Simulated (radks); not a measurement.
Question: Neutral antimony, configuration [Kr] 4d10 5s2 5p3 (the NIST ground configuration). Method: scalar-relativistic Kohn-Sham, r2SCAN, spin-polarised, spherical densities, finite nucleus; open shells are filled with parallel spins first (spin-orbit coupling, left out, can overturn this in heavy ions); meta-GGA in the generalised Kohn-Sham scheme; Fermi nuclear charge, rms radius 4.6802 fm; hard spherical wall at 6 bohr; computed with a radial shooting solver on a logarithmic mesh with Libxc functionals. Some entries of the table are withheld. Estimate them.

orbital  occ.  eigenvalue (hartree)  r(max) (bohr)
1s up       1             -1115.650        0.01835
1s down     1             -1115.646        0.01835
2s up       1             -170.3115         0.1036
2s down     1             -170.3114         0.1036
2p up       3             -152.7805        0.08307
2p down     3             -152.7783        0.08307
3s up       1             -33.58380         0.2995
3s down     1             -33.58189         0.2995
3p up       3             -27.82889         0.2931
3p down     3             -27.82626         0.2932
3d up       5             -19.06313         0.2447
3d down     5             -19.06047         0.2447
4s up       1              -5.56114         0.7235
4s down     1              -5.55482         0.7239
4p up       3              -3.79175         0.7627
4p down     3              -3.78645         0.7632
4d up       5              -1.21599         0.8465
4d down     5              -1.20553         0.8465
5s up       1              -0.48922          1.928
5s down     1              -0.38878          1.894
5p up       3                   (1)          2.342
5p down     0                   (2)          2.296
5d up       0               0.20284            (3)
6s up       0               0.26115            (4)
5d down     0               0.34170            (5)
6s down     0               0.39773            (6)
4f up       0               0.46473          3.677
4f down     0               0.62402          3.389

Answer: 
(1) 5p up eigenvalue (hartree): -0.17965
(2) 5p down eigenvalue (hartree): -0.06625
(3) 5d up r(max) (bohr): 3.350
(4) 6s up r(max) (bohr): 4.084
(5) 5d down r(max) (bohr): 3.168
(6) 6s down r(max) (bohr): 3.983
